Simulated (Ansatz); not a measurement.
Basis-set series for CdH8N2Si2, SMILES `[NH2][Cd][N]([SiH3])[SiH3]`. The species carries charge 0 and has multiplicity 1. Cd takes the def2 core potential. The geometry is a stationary point of PBE0-D4/def2-TZVP. It is one conformer, not always the lowest.

```xyz
13

N     1.0035    2.0387   -2.6399
Cd    0.4481    0.8281   -1.1468
N    -0.1824   -0.2658    0.4317
Si   -1.0275    0.5405    1.6915
Si    0.1663   -1.9470    0.4402
H     0.6083    1.7547   -3.5289
H     2.0091    2.0543   -2.7648
H    -1.1648    1.9830    1.3350
H    -2.3955   -0.0159    1.9016
H    -0.3160    0.4571    3.0002
H     1.0475   -2.3441    1.5766
H    -1.0669   -2.7813    0.5311
H     0.8702   -2.3023   -0.8275
```

```tsv
functional	basis	functions	energy (Eh)	HOMO (eV)	LUMO (eV)
PBE0-D4	def2-TZVPP	314	-860.79276	-7.23	-1.22
PBE0-D4	def2-QZVPP	582	-860.82453	-7.25	-1.29
ωB97M-V	def2-TZVPP	314	-861.00902	-9.50	0.44
ωB97M-V	def2-QZVPP	582	-861.03859	-9.52	0.16
```

(1) Give the rows for def2-SVP. (Best estimate.)

Results:

(1) Ansatz gave: 
```json
{"functional": "PBE0-D4", "basis": "def2-SVP", "functions": "135", "energy (Eh)": "-860.40629", "HOMO (eV)": "-7.05", "LUMO (eV)": "-1.04"}
{"functional": "ωB97M-V", "basis": "def2-SVP", "functions": "135", "energy (Eh)": "-860.61378", "HOMO (eV)": "-9.33", "LUMO (eV)": "0.70"}
```

Positive LUMOs are unbound and depend on the basis.
